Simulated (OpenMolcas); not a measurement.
**Ge⁺: thermal populations, the spin-orbit constant, worked from levels**

```yaml
Program: OpenMolcas
Basis: ANO-RCC-VDZP [5s4p2d]
Scalar_Hamiltonian: DKH2, point nucleus
Active_space: 3 electrons in 4 orbitals (4s 4p)
State_averaging: 2S+1 = 4 odd, 1 root (0 in the spin-orbit step); 2S+1 = 2 odd, 3 roots kept (CI in the orbitals of an earlier block); 2S+1 = 4 even, 3 roots; 2S+1 = 2 even, 9 roots kept (CI in the orbitals of an earlier block)
Spin-orbit_coupling: state interaction with AMFI integrals over the reference wave functions, term energies averaged over their components
```

Methods: CASSCF; SS-CASPT2, IPEA 0.25 Eh, imaginary shift 0.1 Eh (closed shells correlated: 3d). Measured levels: NIST Handbook of Basic Atomic Spectroscopic Data.

**Thermal populations.** Z = Σ (2J + 1) exp(-E/kT) with k = 0.695035 cm-1/K, over the levels below. No other level of either list lies under 62400 cm-1, which is above 7 kT at each temperature.

```csv
Level,2J + 1,SS-CASPT2,measured
4s² 4p ²P°_1/2,2,0.0,0.0
4s² 4p ²P°_3/2,4,1727,1767
4s 4p² ⁴P_1/2,2,45842,51576
4s 4p² ⁴P_3/2,4,46500,52291
4s 4p² ⁴P_5/2,6,47505,53367
```

```
T (K)  Z, SS-CASPT2  Z, measured levels  Ground level (%), SS-CASPT2  Ground level (%), measured levels
 5000         4.434               4.406                         45.1                               45.4
 8000         4.935               4.912                         40.5                               40.7
12000         5.295               5.258                         37.8                               38.0
```

At 12000 K, kT = 8340 cm-1, and the computed levels give Z = 2.000 + 3.252 + 0.008 + 0.015 + 0.020 = 5.295.

**The spin-orbit constant.** For the Hund term ²P° of p1, E(J) = (A/2) J(J+1) + constant and ζ = 2S·A = A. From J = 1/2 to J = 3/2 the energy changes by 1.5 A.

| Source | E(3/2) - E(1/2) | A | ζ |
| --- | --- | --- | --- |
| CASSCF | 1726.7 | 1151.1 | 1151 |
| SS-CASPT2 | 1726.7 | 1151.1 | 1151 |
| measured | 1767.4 | 1178.3 | 1178 |

All in cm-1. SS-CASPT2 is off by -2.3 % and CASSCF by -2.3 %. Both methods take the spin-orbit matrix elements from the reference wave functions, so the second can move ζ only through the term energies and any multistate remixing.

Some high roots are left out of the spin-orbit mixing, which shifts the levels that they would mix with. Terms from blocks run as CI alone lack orbitals of their own. Terms of s pⁿ other than that of highest spin mix with s² pⁿ⁻² d, which this space lacks; all of them can be thousands of cm-1 off, and some have no real level of that name. Without dynamic correlation excited terms often stand tens of per cent too high (terms of higher spin than the ground term too low), and those without a measured partner can miss by more than the paired ones (holds for CASSCF). Measured partners are found by configuration, term and J. A level has none where our copy of the source lacks it or the pairing is in doubt (some pairs that miss far off the trend of their configuration count as doubtful), and it then counts in no deviation. Levels of configurations outside the active space are missing.

° marks odd parity.
